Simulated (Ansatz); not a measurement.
Steps of a relaxation of CH₉NSi₂, SMILES `CN([SiH3])[SiH3]` with RKS PBE-D4/def2-SVP.

```sh
$ ansatz run in.yaml --threads 4 --pin off --events-out ev --progress --plain --max-ram 10444MiB
```

```yaml
crystal:
  periodic: [false, false, false]
  atoms:
    - {symbol: C, position_ang: [-0.557000, 1.266100, -0.720200]}
    - {symbol: N, position_ang: [-0.374900, 0.084400, 0.032100]}
    - {symbol: Si, position_ang: [0.513900, 0.090000, 1.461900]}
    - {symbol: Si, position_ang: [0.014200, -1.398300, -0.737500]}
    - {symbol: H, position_ang: [-1.368200, 1.150000, -1.521400]}
    - {symbol: H, position_ang: [-0.981900, 2.132100, -0.089800]}
    - {symbol: H, position_ang: [0.333500, 1.672100, -1.221700]}
    - {symbol: H, position_ang: [0.271700, -1.076100, 2.308300]}
    - {symbol: H, position_ang: [0.184600, 1.328600, 2.268200]}
    - {symbol: H, position_ang: [1.991700, 0.158700, 1.166100]}
    - {symbol: H, position_ang: [-0.965000, -1.491600, -1.889800]}
    - {symbol: H, position_ang: [-0.337100, -2.540500, 0.184200]}
    - {symbol: H, position_ang: [1.294800, -1.410300, -1.225700]}
basis:
  gaussian: {orbitals: def2-SVP}
hamiltonian: {xc: pbe, dispersion: d4}
relax: {f_tol: 0.03, max_steps: 200}
```

Positions (Å) and forces (eV/Å) along the path, 9 of 9 steps:

```xyz
13
step=1 energy=-18409.9733 eV
C    -0.557    1.266   -0.720   -2.116    2.109   -0.734
N    -0.375    0.084    0.032   -0.767   -0.503    0.045
Si    0.514    0.090    1.462    1.275    1.683    2.182
Si    0.014   -1.398   -0.738   -3.689   -1.250   -0.622
H    -1.368    1.150   -1.521    0.768   -0.142    0.512
H    -0.982    2.132   -0.090    0.554   -0.860   -0.340
H     0.334    1.672   -1.222    0.512    0.084   -0.244
H     0.272   -1.076    2.308   -0.198   -0.699    0.278
H     0.185    1.329    2.268   -0.011   -0.052   -0.045
H     1.992    0.159    1.166    0.190   -0.052    0.088
H    -0.965   -1.492   -1.890    0.188   -0.126   -0.101
H    -0.337   -2.541    0.184    0.344    0.083    0.003
H     1.295   -1.410   -1.226    2.950   -0.274   -1.022
13
step=2 energy=-18410.5391 eV
C    -0.577    1.288   -0.717   -0.756    1.040   -0.437
N    -0.342    0.089    0.039   -0.315   -0.581   -0.192
Si    0.540    0.150    1.517    0.736    0.586    1.090
Si   -0.063   -1.418   -0.807   -1.126   -0.477   -0.164
H    -1.362    1.128   -1.506    0.263   -0.004    0.266
H    -0.966    2.118   -0.062    0.160   -0.351   -0.190
H     0.315    1.698   -1.240    0.180    0.010   -0.060
H     0.275   -1.064    2.338   -0.104   -0.208    0.063
H     0.171    1.385    2.307   -0.051   -0.053   -0.103
H     2.037    0.199    1.277   -0.013    0.041    0.067
H    -1.001   -1.528   -1.991    0.038    0.057    0.127
H    -0.306   -2.549    0.159    0.016    0.051   -0.059
H     1.301   -1.531   -1.299    0.973   -0.110   -0.410
13
step=3 energy=-18410.6716 eV
C    -0.539    1.294   -0.732   -0.275    0.093    0.023
N    -0.255    0.064    0.030   -0.109    0.248   -0.356
Si    0.559    0.174    1.574    0.222    0.282    0.300
Si   -0.079   -1.454   -0.840   -0.378   -0.058   -0.139
H    -1.333    1.112   -1.496    0.112   -0.068    0.123
H    -0.936    2.095   -0.062    0.087   -0.180   -0.024
H     0.325    1.744   -1.281    0.089   -0.195    0.116
H     0.280   -1.070    2.364   -0.019   -0.044    0.014
H     0.060    1.397    2.303   -0.011   -0.049   -0.023
H     2.062    0.301    1.428   -0.019    0.028    0.080
H    -1.119   -1.507   -1.933    0.025   -0.006    0.073
H    -0.267   -2.582    0.139    0.020    0.029   -0.033
H     1.262   -1.603   -1.482    0.258   -0.079   -0.155
13
step=4 energy=-18410.7106 eV
C    -0.514    1.286   -0.731    0.320   -0.102   -0.021
N    -0.171    0.059    0.004   -0.055    0.033    0.046
Si    0.574    0.216    1.596   -0.039   -0.061    0.010
Si   -0.095   -1.459   -0.887   -0.091   -0.060    0.086
H    -1.305    1.082   -1.484    0.011    0.028    0.007
H    -0.900    2.062   -0.036    0.004    0.001   -0.041
H     0.370    1.712   -1.267   -0.176    0.085   -0.007
H     0.305   -1.052    2.356    0.022   -0.026    0.021
H    -0.050    1.393    2.301   -0.007   -0.009   -0.046
H     2.074    0.428    1.582   -0.059    0.040   -0.035
H    -1.227   -1.502   -1.885    0.027    0.054    0.037
H    -0.232   -2.579    0.106    0.013   -0.022    0.008
H     1.193   -1.680   -1.640    0.030    0.037   -0.066
13
step=5 energy=-18410.7237 eV
C    -0.428    1.274   -0.752   -0.071   -0.045    0.031
N    -0.113    0.054   -0.001   -0.022   -0.154    0.103
Si    0.546    0.202    1.621    0.066    0.230   -0.052
Si   -0.129   -1.478   -0.864   -0.007    0.162   -0.175
H    -1.210    1.065   -1.514    0.002    0.019   -0.022
H    -0.837    2.056   -0.077    0.014    0.010    0.014
H     0.442    1.722   -1.288    0.055   -0.057    0.029
H     0.411   -1.110    2.342   -0.014    0.013   -0.045
H    -0.219    1.298    2.318   -0.001   -0.030    0.071
H     2.003    0.605    1.620    0.013   -0.014    0.078
H    -1.346   -1.455   -1.750   -0.025   -0.113   -0.028
H    -0.177   -2.614    0.120    0.009    0.057   -0.004
H     1.078   -1.655   -1.759   -0.019   -0.078    0.000
13
step=6 energy=-18410.7402 eV
C    -0.395    1.273   -0.756   -0.057    0.025   -0.002
N    -0.112    0.047    0.000   -0.057    0.077   -0.041
Si    0.531    0.223    1.626    0.042   -0.060    0.042
Si   -0.151   -1.474   -0.881    0.038   -0.070    0.021
H    -1.179    1.093   -1.524    0.008   -0.007    0.005
H    -0.782    2.072   -0.086    0.008   -0.010    0.004
H     0.494    1.688   -1.285    0.055   -0.009   -0.008
H     0.448   -1.115    2.303    0.002    0.006    0.010
H    -0.288    1.250    2.367   -0.005    0.000   -0.015
H     1.971    0.683    1.663   -0.013    0.026    0.001
H    -1.410   -1.529   -1.709    0.004    0.014    0.010
H    -0.122   -2.591    0.122   -0.007   -0.003   -0.009
H     1.015   -1.656   -1.825   -0.018    0.013   -0.017
13
step=7 energy=-18410.7429 eV
C    -0.377    1.273   -0.760   -0.006   -0.002    0.003
N    -0.120    0.045    0.002    0.005   -0.019    0.010
Si    0.522    0.222    1.631   -0.011    0.001   -0.022
Si   -0.162   -1.478   -0.878   -0.001    0.023    0.009
H    -1.155    1.100   -1.536    0.011    0.009    0.009
H    -0.758    2.079   -0.095    0.004   -0.007   -0.014
H     0.528    1.668   -1.279   -0.002   -0.002    0.002
H     0.477   -1.121    2.302    0.005    0.005    0.000
H    -0.322    1.222    2.379   -0.001   -0.006    0.000
H     1.945    0.732    1.664   -0.002    0.002    0.005
H    -1.438   -1.541   -1.679    0.001   -0.002    0.006
H    -0.102   -2.599    0.119    0.002    0.001   -0.005
H     0.981   -1.636   -1.855   -0.004   -0.004   -0.003
13
step=8 energy=-18410.7435 eV
C    -0.357    1.272   -0.765   -0.002   -0.001    0.002
N    -0.118    0.044    0.002    0.033   -0.016    0.000
Si    0.514    0.224    1.635   -0.008    0.003    0.000
Si   -0.172   -1.479   -0.878   -0.004    0.012   -0.001
H    -1.132    1.107   -1.546    0.005    0.004    0.005
H    -0.734    2.085   -0.106    0.001   -0.003   -0.006
H     0.556    1.656   -1.278   -0.008   -0.005    0.006
H     0.506   -1.128    2.293    0.000    0.024   -0.008
H    -0.363    1.191    2.394    0.024   -0.023   -0.015
H     1.922    0.776    1.676   -0.035   -0.008   -0.002
H    -1.470   -1.554   -1.645    0.026   -0.001    0.012
H    -0.079   -2.600    0.118   -0.002    0.011   -0.012
H     0.947   -1.628   -1.885   -0.028    0.006    0.020
13
step=9 energy=-18410.7437 eV
C    -0.355    1.272   -0.766    0.006    0.000   -0.001
N    -0.113    0.044    0.001    0.017   -0.015    0.003
Si    0.513    0.224    1.636   -0.005    0.010    0.004
Si   -0.173   -1.480   -0.878   -0.002    0.006   -0.008
H    -1.129    1.107   -1.546    0.001    0.001    0.001
H    -0.731    2.084   -0.106    0.000    0.000   -0.002
H     0.558    1.656   -1.279   -0.006   -0.001    0.002
H     0.509   -1.128    2.292    0.003    0.015   -0.007
H    -0.367    1.187    2.395    0.010   -0.017   -0.013
H     1.918    0.784    1.680   -0.023   -0.012   -0.004
H    -1.473   -1.556   -1.642    0.014    0.003    0.013
H    -0.077   -2.600    0.117    0.001    0.007   -0.008
H     0.940   -1.629   -1.891   -0.016    0.004    0.018
```

Run time 11 s (4 threads of an Intel Xeon Platinum 8488C on a shared host); peak host memory 0.17 GiB.
